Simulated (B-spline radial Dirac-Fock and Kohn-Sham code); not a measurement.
Method: the Dirac equation of a negative muon with reduced mass in the field of a spherical finite nucleus, with the Uehling potential to all orders; nuclear polarisation, deformation, hyperfine structure, self-energy, higher-order vacuum polarisation, relativistic recoil and electron screening are left out. Computed with a radial atomic solver. The nuclear charge is a Fermi distribution (skin thickness 2.3 fm).

Q: A muonic atom of atomic mass 195.97 u emits these computed lines: 2p3/2 → 1s1/2 5767 keV, 3d5/2 → 2p3/2 2340 keV, 4f7/2 → 3d5/2 870.0 keV, 5g9/2 → 4f7/2 400.1 keV. Which element is it, and what rms charge radius was used?

A: Gold (Z = 79, nuclide ¹⁹⁶Au); the high transitions hardly feel the nucleus and fix Z. The 2p → 1s line lies 9065 keV below the value for a point nucleus without QED, which for this nuclear model gives a radius near 5.43 fm (5.4332 fm was used).
